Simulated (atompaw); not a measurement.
Building the PAW (atompaw) potential for promethium (PBE, scalar-relativistic).

atompaw 4.2.0.5 was run on this input:

```
Pm 61
GGA-PBE scalarrelativistic loggrid 2001 logderivrange -5 5 251
6 6 5 4 0 0
6 1 0
5 2 0.5
4 3 4.5
0 0 0
c
c
c
c
v
v
c
c
c
v
v
c
c
v
v
3
3.00 2.65 2.40 2.95
n
n
y
0.75
n
y
2.75
n
custom rrkj gramschmidtortho gaussian
bessel
2.70
3.00
2.05
2.45
3.00
3.00
1.80
1.80
PWSCFOUT
UPFDX 0.0125d0 UPFXMIN -7.d0 UPFZMESH 61.d0
END
```

Command:

```bash
atompaw < Pm.input > Pm.log
```

The program printed (summary file):

```
Completed calculations for Pm (AE)

 Exchange-correlation type: GGA, Perdew-Burke-Ernzerhof

 Radial integration grid is logarithmic
 r0 =   1.1058793E-04 h =   6.7458638E-03   n =      2001 rmax =   8.0000000E+01

 Scalar relativistic calculation

 AEatom converged in  38 iterations
   nz     =  61.00
   delta  =       6.953302282540E-16

 All Electron Orbital energies:
  n  l      occupancy      energy
  1  0      2.0000000E+00 -3.3094507E+03
  2  0      2.0000000E+00 -5.3826568E+02
  3  0      2.0000000E+00 -1.1758504E+02
  4  0      2.0000000E+00 -2.3571269E+01
  5  0      2.0000000E+00 -3.1986760E+00
  6  0      2.0000000E+00 -2.7611083E-01
  2  1      6.0000000E+00 -4.8068031E+02
  3  1      6.0000000E+00 -9.9506522E+01
  4  1      6.0000000E+00 -1.7634817E+01
  5  1      6.0000000E+00 -1.7641128E+00
  6  1      0.0000000E+00 -9.5045044E-02
  3  2      1.0000000E+01 -7.4738141E+01
  4  2      1.0000000E+01 -9.2507844E+00
  5  2      5.0000000E-01 -1.7040385E-01
  4  3      4.5000000E+00 -3.4303047E-01

 Total energy
   Total                    :   -20041.08194692770849

 ---
 Completed calculations for Pm (SC)

 Exchange-correlation type: GGA, Perdew-Burke-Ernzerhof

 Radial integration grid is logarithmic
 r0 =   1.1058793E-04 h =   6.7458638E-03   n =      2001 rmax =   8.0000000E+01

 Scalar relativistic calculation

 SCatom converged in   2 iterations
   nz     =  61.00
   delta  =       6.077247142359E-17

 Valence Electron Orbital energies:
  n  l      occupancy      energy
   5  0      2.0000000E+00 -3.1986760E+00
   6  0      2.0000000E+00 -2.7611083E-01
   5  1      6.0000000E+00 -1.7641128E+00
   6  1      0.0000000E+00 -9.5045044E-02
   5  2      5.0000000E-01 -1.7040385E-01
   4  3      4.5000000E+00 -3.4303047E-01

 Total energy
   Total                    :   -20041.08194693353289
   Valence                  :     -568.78816321340344

 PAW parameters:
       lmax =            3
         rc =    3.0147036244253580
        irc =         1515
   rc_shape =    2.6520292359007502
    rc_vloc =    2.4130195122815716
    rc_core =    2.9543042762731537
   Vloc: truncated form - Vps(r)=A.sin(qr)/r for r<rc
   Projector type: RRKJ pseudization + Gram-Schmidt ortho.
   Gaussian compensation charge shape with gausstol =   1.0000E-04

 Number of basis functions     8
 No.   n  nodes  l      Energy         Cp coeff         Occ
  1    5    4    0   -0.3198676E+01  0.1000000E+01  0.2000000E+01
  2    6    5    0   -0.2761108E+00  0.6844316E+00  0.2000000E+01
  3    5    3    1   -0.1764113E+01  0.1000000E+01  0.6000000E+01
  4    6    4    1   -0.9504504E-01  0.2788980E+00  0.0000000E+00
  5    5    2    2   -0.1704038E+00  0.1000000E+01  0.5000000E+00
  6  999    3    2    0.7500000E+00  0.2153821E+00  0.0000000E+00
  7    4    0    3   -0.3430305E+00  0.1000000E+01  0.4500000E+01
  8  999    1    3    0.2750000E+01  0.3396009E+01  0.0000000E+00

 Eigenvalues of overlap operator (in the basis of projectors):
    1        4.70884029E-02
    2        2.53286447E-01
    3        5.66147042E-01
    4        1.47640909E+00
    5        3.16006861E+00
    6        1.71893652E+01
    7        1.74822285E+01
    8        7.38128983E+01

 Orbital leakage outside PAW augmentation regions
   orb  is_core?  %out_of_sphere
   1 0    T           0.00
   2 0    T           0.00
   3 0    T           0.00
   4 0    T           0.00
   5 0    F           0.54
   6 0    F          80.82
   2 1    T           0.00
   3 1    T           0.00
   4 1    T           0.00
   5 1    F           2.82
   6 1    F          94.68
   3 2    T           0.00
   4 2    T           0.00
   5 2    F          42.53
   4 3    F           1.24

 Summary of PAW energies
   Total valence energy     :   -568.78937795479158
   Smooth energy            :     81.23258898563270
   One center               :   -650.02196694042425
   Smooth kinetic           :     33.16998757688161
   Vloc energy              :     32.07652014094079
   Smooth exch-corr         :    -12.53754673612045
   One-center xc            :   -444.39392960513305
```

The run took about 10 s on one core of a shared server CPU.
